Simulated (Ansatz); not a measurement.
A nudged elastic band was laid between two geometries of F$_{2}$H$_{3}$O$_{3}$Zr (9 atoms, charge 0, multiplicity 2).

Theory: UKS PBE0/def2-SVP (Ansatz).

```
movable images  : 6
climbing image  : no
spring          : 5.0 eV/Å²
optimiser       : quadratic models (default)
start path      : through a guess of the saddle point
force threshold : 0.03 eV/Å
iteration limit : 60
end points      : relaxed
```

First end point:

```xyz
9
Properties=species:S:1:pos:R:3
Zr -0.092 -0.140 0.415
F 0.115 1.264 1.995
O 1.658 -0.381 -0.314
H 2.379 -0.542 -0.921
O -1.012 1.172 -0.636
H -1.511 1.868 -1.060
O -1.108 -1.740 0.138
H -1.635 -2.536 0.101
F 0.115 -0.613 2.480
```

Last end point:

```xyz
9
Properties=species:S:1:pos:R:3
Zr -0.106 -0.129 0.413
F 0.880 0.861 2.020
O 1.563 -0.347 -0.501
H 2.429 -0.464 -0.887
O -1.114 1.248 -0.444
H -1.584 1.780 -1.084
O -1.002 -1.799 0.128
H -1.440 -2.648 0.105
F -0.718 -0.150 2.447
```

Q: What changes between the two ends?

A: No bond is made or broken.  The two ends are copies of one structure, up to a mirror image or an exchange of like atoms.

Q: Give the energies along the band, and the barrier.

A: The run converged. The highest image is number 0 of 0 to 7, 0.0 kJ/mol above the ends, which have the same energy within 2 meV. The highest image is an end point: on this band no image between the ends rises above it. Inner images lie up to 0.002 eV below the lower end, so the ends aren't the lowest states on this path.

| image | path coordinate (Å) | energy (kJ/mol) |
| --- | --- | --- |
| 0 | 0.00 | 0.0 |
| 1 | 0.21 | 0.0 |
| 2 | 0.41 | -0.1 |
| 3 | 0.62 | -0.2 |
| 4 | 0.83 | -0.2 |
| 5 | 1.04 | -0.1 |
| 6 | 1.24 | 0.0 |
| 7 | 1.45 | 0.0 |

The band took 34 iterations and of the order of 50 core-minutes.

Run time: 13 min on 4 threads of Arm Neoverse V1 (shared host), peak memory 0.45 GiB.
